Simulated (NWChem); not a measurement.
# SiPH5O3; SMILES O[Si](P)(O)O

```xyz
10

O      1.4672    -0.8208     0.6046
Si     0.0212    -0.3627    -0.0515
O     -1.2962    -0.9029     0.8025
O     -0.0960    -1.0860    -1.5327
P     -0.0247     1.8837    -0.1840
H      1.7001    -1.7458     0.4657
H     -1.4105    -0.5757     1.6991
H     -0.9874    -1.2174    -1.8692
H      1.3701     1.9723    -0.4745
H      0.1736     2.0466     1.2233
```
Atoms are numbered in this order, from 1.

Program: NWChem. Geometry: optimised at PBE0/def2-SVP. Vzz is the largest principal value of the second derivative of the potential at the nucleus (NWChem prints the opposite sign); η is the asymmetry. Non-relativistic.

| level | Vzz O1 (a.u.) | η O1 | Vzz O3 (a.u.) | η O3 | Vzz O4 (a.u.) | η O4 | relative time |
|---|---|---|---|---|---|---|---|
| CAM-B3LYP/def2-TZVP | 1.388 | 0.51 | 1.395 | 0.53 | 1.384 | 0.53 | 8 |
| CAM-B3LYP/def2-SVP | 1.432 | 0.51 | 1.443 | 0.54 | 1.434 | 0.54 | 1 |
| PBE/def2-TZVP | 1.353 | 0.51 | 1.355 | 0.54 | 1.341 | 0.54 | 2 |
| PBE/cc-pVTZ | 1.361 | 0.52 | 1.359 | 0.55 | 1.347 | 0.54 | 2 |

Times are rough ratios from one shared machine.
